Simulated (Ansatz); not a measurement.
A nudged elastic band was laid between two geometries of C3H9Al + ClH (15 atoms, charge 0, multiplicity 1).

These are results of RKS B3LYP-D4/6-31G* in Ansatz, not measurements.

* movable images: 7
* climbing image: yes
* spring: 5.0 eV/Å²
* optimiser: quadratic models (default)
* start path: through a guess of the saddle point
* force threshold: 0.03 eV/Å
* iteration limit: 60
* end points: relaxed

Initial state:

```xyz
15
Properties=species:S:1:pos:R:3
Al -0.158 -0.208 -0.077
C 1.370 -0.735 1.070
C 0.019 -0.352 -2.036
C -1.932 0.063 0.739
H 1.709 2.187 0.869
Cl 0.704 2.517 0.128
H 1.337 -0.282 2.070
H 2.346 -0.500 0.624
H 1.368 -1.823 1.233
H -0.170 -1.383 -2.371
H -0.696 0.284 -2.572
H 1.024 -0.089 -2.390
H -2.549 0.771 0.170
H -1.874 0.430 1.771
H -2.497 -0.880 0.772
```

Final state:

```xyz
15
Properties=species:S:1:pos:R:3
Al -0.617 0.758 -0.524
C 1.719 -0.471 1.280
C 0.109 -0.207 -2.060
C -2.002 0.144 0.709
H 1.752 0.621 1.223
Cl 0.029 2.784 -0.280
H 2.456 -0.803 2.017
H 1.966 -0.906 0.307
H 0.729 -0.809 1.603
H 0.070 -1.295 -1.919
H -0.469 0.023 -2.966
H 1.148 0.077 -2.265
H -2.983 0.541 0.413
H -1.818 0.493 1.732
H -2.088 -0.950 0.730
```

Problem. What changes between the two ends?

Solution. Bonds broken: Al1–C2, H5–Cl6. Bonds formed: C2–H5. C3H9Al + ClH becomes C2H6AlCl + CH4.

Problem. Give the energies along the band, and the barrier.

Solution. The forces met the threshold. The highest image is number 2 of 0 to 8, 4.3 kcal/mol above the first end and 51.7 kcal/mol above the last; the last end lies 47.4 kcal/mol below the first. A vibrational analysis at the climbing image gives one clearly imaginary mode, 448i cm⁻¹: a first-order saddle point. The orbitals stay closed-shell, which can raise the energy where a bond breaks towards radicals; this wasn't checked here.

| image | path coordinate (Å) | energy (kcal/mol) | Al1–C2 (Å) | H5–Cl6 (Å) | C2–H5 (Å) |
| --- | --- | --- | --- | --- | --- |
| 0 | 0.00 | 0.0 | 1.98 | 1.29 | 2.95 |
| 1 | 0.67 | 1.5 | 1.99 | 1.30 | 2.29 |
| 2 | 1.33 | 4.3 | 2.05 | 1.41 | 1.72 |
| 3 | 1.93 | -18.8 | 2.26 | 1.89 | 1.21 |
| 4 | 2.53 | -41.1 | 2.63 | 2.32 | 1.10 |
| 5 | 3.13 | -46.3 | 2.97 | 2.69 | 1.10 |
| 6 | 3.73 | -47.2 | 3.19 | 3.03 | 1.10 |
| 7 | 4.33 | -47.3 | 3.19 | 3.10 | 1.10 |
| 8 | 4.93 | -47.4 | 3.20 | 3.15 | 1.09 |

Problem. What is the geometry of the highest image?

Solution. 
```xyz
15
Properties=species:S:1:pos:R:3
Al -0.185 0.045 -0.135
C 1.410 -0.471 1.050
C 0.080 -0.318 -2.043
C -1.908 0.111 0.796
H 1.234 1.208 0.698
Cl 0.786 2.444 0.194
H 1.465 -0.186 2.108
H 2.422 -0.463 0.628
H 1.114 -1.536 1.067
H -0.087 -1.379 -2.275
H -0.618 0.257 -2.663
H 1.096 -0.072 -2.376
H -2.628 0.747 0.265
H -1.817 0.500 1.817
H -2.362 -0.888 0.869
```

Problem. What are the harmonic wavenumbers there?

Solution. 448i, 69, 81, 91, 109, 128, 164, 166, 224, 400, 493, 505, 587, 620, 647, 701, 736, 760, 846, 865, 1282, 1284, 1308, 1483, 1486, 1488, 1492, 1493, 1501, 1702, 2981, 3028, 3030, 3076, 3094, 3095, 3111, 3112, 3125 cm⁻¹.

Time of the run: 6.3 min on 2 threads of Arm Neoverse V1, on a shared host, peak memory 0.25 GiB.
